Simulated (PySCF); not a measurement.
Compound: AlEt2(CCH), C6H11Al.
Bonds: Al1–C2, Al1–C9, Al1–C16, C2–C3, C9–C10, C16–C17. Hydrogens: H4, H5 on C2; H6, H7, H8 on C3; H11, H12 on C9; H13, H14, H15 on C10; H18 on C17.

Computed, not measured: PBE0-D3(BJ)/def2-SVP geometry optimisation, gas phase (PySCF 2.14.0).

Task: How far are the bound atoms from Al1?

Result: 3 atoms: C16 1.926 Å, C9 1.961 Å, C2 1.962 Å. The nearest atom not counted as bound is H5, at 2.50 Å (others tie with it).

Task: List the angles at Al1.

Result: 
```json
{"angle": "C2–Al1–C9", "degrees": "123.2", "distance of the outer atoms (Å)": "3.45"}
{"angle": "C9–Al1–C16", "degrees": "118.8", "distance of the outer atoms (Å)": "3.35"}
{"angle": "C2–Al1–C16", "degrees": "118.0", "distance of the outer atoms (Å)": "3.33"}
```

Task: What is the shape at Al1?

Result: Planar: angles 123.2°, 118.8° and 118.0°, sum 360.0°, 0.01 Å off the plane of its three neighbours. The Al–C distances aren't all alike: 1.926 to 1.962 Å.

Task: What are the other bond lengths?

Result: C2–C3, C9–C10 1.529 Å; C2–H4 and 3 like bonds 1.107 Å; C3–H6 and 5 like bonds 1.102 Å; C16–C17 1.223 Å; C17–H18 1.076 Å.

Task: Give some angles away from the centre.

Result: Al1–C2–C3 116.8°, Al1–C16–C17 178.9°.

Task: What are the rotational constants (commonest isotopes, rigid rotor)?

Result: A = 2359, B = 1364, C = 890.2 MHz: an asymmetric top.

Point group: near C2, missed by 0.32 Å at most; the miss may be what the optimiser left on a soft mode. Charge 0, singlet. No PBE0-D3(BJ)/def2-SVP frequencies stand behind this structure, so it isn't proved a minimum.

The run took 68 s of wall time on one thread of an Arm Neoverse V2, on a shared host, and the process peaked at 0.59 GiB of memory. That covers the optimisation of the geometry.

One conformer stands for the species.
